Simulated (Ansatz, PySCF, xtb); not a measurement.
Breaking the Si3–C2 bond in C2H6O3Si (SMILES C=C[Si](O)(O)O) (multiplicity 1 held, fragments rigid). Energies count from the point at 1.849 Å.
Geometry at that point (charge 0, multiplicity 1):
```xyz
12

C      2.17835    -0.78776     0.77672
C      1.45441    -0.37125    -0.26068
Si    -0.32413     0.12082    -0.13970
O     -0.95966    -0.34974     1.30631
O     -0.57978     1.74046    -0.21516
O     -1.05943    -0.54669    -1.44193
H      1.75342    -0.87269     1.77148
H      3.22513    -1.05741     0.68396
H      1.94138    -0.30387    -1.23057
H     -0.93814    -1.28536     1.52139
H     -0.52499     2.23629     0.60551
H     -1.92458    -0.20659    -1.68590
```

U- levels take the lowest unrestricted solution at each point, which mixes spins at long bonds. Left out are points that failed, MP2 points that dive below the minimum, coupled-cluster points behind a jump of the amplitudes or a sharp parting from full CI or MRCI, small-basis points behind a change of solution, and semi-empirical points at long bonds. Levels need not reach the same state.

Rows in 6-31G* carry no dispersion term and start afresh at each structure (6-31G* with six Cartesian d functions). MP2/6-31G* freezes PySCF's default core.

The values were computed with Ansatz (a quantum-chemistry and plane-wave program); PySCF for 6-31G* rows; xtb for the GFN methods. Values without a source in brackets are computed. The GFN methods have no spin term and hold the electronic entropy of 300 K.

Energies in kcal/mol.

```
R (Å)  GFN2-xTB  R-BP86/6-31G*  R-B3LYP/6-31G*  U-B3LYP/6-31G*  U-wB97X-V/cc-pV(T+d)Z  R-MP2/6-31G*
-----  --------  -------------  --------------  --------------  ---------------------  ------------
1.479     108.0           62.7            62.0            62.0                   61.0          63.3
1.664      19.1           12.3            11.8            11.8                   11.3          11.7
1.849       0.0            0.0             0.0             0.0                    0.0           0.0
2.034       4.2            4.7             5.6             5.6                    6.2           6.3
2.219      15.8              ?            18.5            18.5                   19.9          20.3
2.497      36.5              ?            41.4            41.4                   44.6          45.0
2.774      56.8           57.9            63.3            63.3                   68.5          68.3
3.236      83.4           84.5            92.4            91.2                   98.3          98.9
3.699      99.5          102.6           112.9           102.7                  109.0         118.7
4.253     108.6          116.2        left out           107.2                  113.1         129.9
4.993     111.9       left out        left out           108.7                  114.5         127.6
```

### Question
What belongs in the gaps?

### Answer

- 2.219, R-BP86/6-31G*: 16.5
- 2.497, R-BP86/6-31G*: 37.8

Doubts at one or more of the structures used: a restricted determinant that unrestricted orbitals would lower (R-BP86/6-31G*, R-B3LYP/6-31G*, R-MP2/6-31G*); a spin-contaminated determinant (U-B3LYP/6-31G*, U-wB97X-V/cc-pV(T+d)Z).
